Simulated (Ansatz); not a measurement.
`[NH2][AlH][SeH]` + H₂ → `[AlH2][SeH]` + NH₃ at 600 K and 1 bar (hydrogenolysis of the Al–N bond).

Isolated molecules relaxed with PBE0-D4/def2-TZVP in Ansatz; ΔE leaves out vibrations. CBS: MP2 limit from def2 TZ/QZ plus the TZ coupled-cluster correction, frozen cores. This one scheme is used for every species. For Se outer-core shells are correlated without core-valence functions, which leaves a few kJ/mol of doubt a bond. Scalar relativity is left out up to krypton. Each species was taken in one conformer, which may not be the lowest.

```csv
species,CCSD(T)/CBS energy (Eh),H − E (kJ/mol),S (J/(mol·K))
`[NH2][AlH][SeH]`,-2699.90849,156.0,391.0
H₂,-1.17544,43.9,150.8
`[AlH2][SeH]`,-2644.54675,92.3,332.5
NH₃,-56.50880,112.4,219.5
```

H − E and S are ideal-gas, rigid-rotor, harmonic terms from PBE0-D4/def2-TZVP, for one conformer and one mirror image of each species. The MP2-based limit puts H₂ 0.8 mEh under its directly extrapolated value; such offsets cancel only in part. 1 Eh = 2625.50 kJ/mol, R = 8.31446 J/(mol·K).

By hand: ΔE, ΔH, ΔS and ΔG.

ΔE = (-2644.54675) + (-56.50880) − (-2699.90849) − (-1.17544) = 0.02838 Eh = 74.5 kJ/mol. Δ(H − E) = 92.3 + 112.4 − 156.0 − 43.9 = 4.8, so ΔH = 79.3 kJ/mol. ΔS = 332.5 + 219.5 − 391.0 − 150.8 = 10.2 J/(mol·K). ΔG = 79.3 − 600 × (10.2)/1000 = 73.2 kJ/mol.

By hand: the equilibrium constant, and the temperature at which ΔG would vanish if ΔH and ΔS stayed fixed.

log₁₀ K = −ΔG/(RT ln 10) = -6.4. ΔG = 0 at ΔH/ΔS = 7775 K, far beyond where these terms or the molecules hold.

The number of gas molecules stays the same, so ΔS is small and ΔH decides. A doubt of 5 kJ/mol in ΔE shifts log₁₀ K by 0.4 here. Other conformers and mirror images would add mixing entropy, several J/(mol·K) or more a flexible species. These are equilibria of isolated gas molecules and say nothing of rates. Largest T1 diagnostic: 0.010 (customary marks: 0.02 for closed shells, 0.045 for open ones).
